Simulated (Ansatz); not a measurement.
Ansatz (a first-principles code) input (PBE/6-311+G**): The .json file is the Basis Set Exchange's 6-311+G**.

Ansatz 0.2 input:
```yaml
crystal:
  periodic: [false, false, false]
  atoms:
    - {symbol: C, position_ang: [-0.73835800, 0.94055400, -0.00180100]}
    - {symbol: C, position_ang: [-1.07747000, -0.42740200, 0.05139300]}
    - {symbol: N, position_ang: [0.00043700, -1.20194700, 0.03605800]}
    - {symbol: N, position_ang: [1.02990500, -0.33981600, -0.02666400]}
    - {symbol: C, position_ang: [0.63747700, 0.95562300, -0.05149800]}
    - {symbol: H, position_ang: [-1.39836700, 1.79005700, -0.00367400]}
    - {symbol: H, position_ang: [-2.05658900, -0.87574700, 0.09989400]}
    - {symbol: H, position_ang: [1.96751800, -0.70002000, -0.04941300]}
    - {symbol: H, position_ang: [1.34515500, 1.76540100, -0.10113100]}
basis:
  gaussian:
    orbitals: 6-311+G__.json
hamiltonian:
  xc: {name: PBE}
total_charge: 1
magnetization: {spin_polarized: true, initial_magnetization: 1}
```

Output:

```
Functional definition: PBE
integrals: 0.06 GiB planned
1076 factors; their error is unknown
mean field: 0.53 GiB planned
mean field evaluation 1: about -6125.6664 eV, gradient 5.6e1 eV
mean field evaluation 2: about -6108.8788 eV, gradient 8.2e1 eV
mean field evaluation 4: about -6138.1176 eV, gradient 2.0e1 eV
mean field evaluation 8: about -6140.0926 eV, gradient 2.5e0 eV
mean field evaluation 16: about -6140.0882 eV, gradient 2.2e-2 eV
mean field evaluation 32: about -6137.1810 eV, gradient 1.9e1 eV
mean field evaluation 64: about -6139.9592 eV, gradient 5.5e-1 eV
mean field -6140.08817807 eV, -225.6440786428 hartree, gradient 1.2e-5 eV, S^2 0.761185; 7 other end points of the search recorded, 0 dependent functions left out
reference -6140.08824352 eV, -225.6440810480 hartree; 18, 17 occupied and 116, 117 virtual orbitals, 1076 factors
Total energy: -6140.08824352 eV, -225.6440810480 hartree
```

The dipole moment of an ion depends on the origin.

The geometry given is a B3LYP-D3(BJ)/def2-TZVP minimum of the species of charge 0 and multiplicity 1, not of this state.
